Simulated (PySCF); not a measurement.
Compound: C2H12NPSi2.
Cartesian coordinates in Å at the GFN2-xTB level; atoms count from 1:
```xyz
18
C2H12NPSi2 angstrom
C     -0.9340   -1.3440    0.2070
N     -1.2655   -0.0214   -0.2550
C     -2.5372    0.0412   -0.9250
Si    -0.1564    1.2719   -0.4083
P      1.5921    0.7872    0.8907
Si     2.9718   -0.2826   -0.4880
H     -1.7141   -1.7099    0.8816
H      0.0092   -1.3142    0.7512
H     -0.8393   -2.0519   -0.6254
H     -3.3304   -0.3185   -0.2636
H     -2.5435   -0.5729   -1.8326
H     -2.7507    1.0689   -1.2018
H      0.2555    1.5391   -1.8038
H     -0.7906    2.4902    0.1119
H      2.1692    2.0249    0.7152
H      4.3289   -0.0624    0.0115
H      2.6307   -1.7045   -0.4239
H      2.8956    0.1654   -1.8828
```

Computed, not measured: B3LYP/def2-SVPD in PySCF (dipole) on a GFN2-xTB geometry, gas phase.

Masses are those of the commonest isotopes; rigid-rotor values at the optimised geometry. The values belong to one conformer with, in the numbering `[CH3:1][N:2]([CH3:3])[SiH2:4][PH:5][SiH3:6]`, C1–N2–Si4–P5 -20°, N2–Si4–P5–Si6 92°.

Give the principal moments of inertia and the rotational constants in GHz.

Ia = 160.19, Ib = 529.42, Ic = 582.07 u·Å²; 505379 MHz·u·Å²/I gives 3155, 954.6 and 868.3 MHz, that is A = 3.1548, B = 0.9546, C = 0.8683 GHz.

Classify the top.

A near-prolate asymmetric top. Ray's parameter κ = (2B − A − C)/(A − C) = -0.924; −1 is the prolate and +1 the oblate limit.

What does the inertial defect say?

Not planar: Δ = Ic − Ia − Ib = -107.54 u·Å². For a rigid frame Δ = −2 Σ m c², so Σ m c² = 53.77 u·Å² lies off the ab plane: 13.63 from hydrogen and 40.14 from heavier atoms. The atom farthest from that plane is 1.97 Å away.

Give the other two planar moments, Paa and Pbb, and the rms extents of the mass along the axes.

Paa = Σ m a² = (Ib + Ic − Ia)/2 = 475.64 and Pbb = Σ m b² = (Ia + Ic − Ib)/2 = 106.42 u·Å². With the mass M = 137.02 u, the rms extents √(P/M) along a, b and c are 1.86, 0.88, 0.63 Å.

Which lines would a microwave search look for?

The dipole components are |μa| = 0.73 D, |μb| = 0.51 D, |μc| = 0.53 D. Intensities carry the squares of the components, which stand as 1.00 : 0.50 : 0.54 (a : b : c). Some lines, for components of 0.1 D or more:

```tsv
type	branch	J(Ka,Kc)	MHz	lower level (cm⁻¹)
b	R	2(0,2) ← 1(1,1)	1443	0.134
c	Q	4(1,4) ← 4(0,4)	1843	0.607
b	Q	1(1,0) ← 1(0,1)	2287	0.061
b	Q	3(1,2) ← 3(0,3)	2513	0.364
b	Q	4(1,3) ← 4(0,4)	2706	0.607
b	R	1(1,1) ← 0(0,0)	4023	0.000
a	R	3(0,3) ← 2(0,2)	5459	0.182
a	R	3(2,2) ← 2(2,1)	5469	0.482
b	R	2(1,2) ← 1(0,1)	5760	0.061
c	Q	3(2,2) ← 3(1,2)	6473	0.448
b	Q	3(2,1) ← 3(1,2)	6485	0.448
c	Q	2(2,1) ← 2(1,1)	6601	0.262
b	Q	4(2,3) ← 4(1,4)	7166	0.668
a	R	4(2,3) ← 3(2,2)	7289	0.664
b	R	4(1,4) ← 3(0,3)	9109	0.364
c	R	4(1,3) ← 3(0,3)	9972	0.364
b	R	2(2,1) ← 1(1,0)	10333	0.137
c	R	2(2,1) ← 1(1,1)	10419	0.134
c	Q	3(3,1) ← 3(2,1)	11206	0.665
b	Q	3(3,1) ← 3(2,2)	11218	0.664
b	R	3(2,2) ← 2(1,1)	12069	0.262
b	Q	4(4,0) ← 4(3,1)	15699	1.282
b	R	3(3,1) ← 2(2,0)	16684	0.482
b	R	3(3,0) ← 2(2,1)	16687	0.482
c	R	4(3,2) ← 3(2,2)	18515	0.664
b	R	4(4,1) ← 3(3,0)	22995	1.038
```

Estimate the classical rotational partition function at 25 K, 100 K and 500 K.

Point group C1, symmetry number σ = 1; q = (√π/σ)·√((kT/h)³/(ABC)), k/h = 20836.6 MHz/K: 13000 at 25 K, 104000 at 100 K, 1170000 at 500 K.

Not checked by GFN2-xTB frequencies. Zero-point vibration and centrifugal distortion are left out. A rigid rotor knows nothing of internal rotation, which can split or shift real lines. Quadrupole hyperfine structure (14N) is left out.
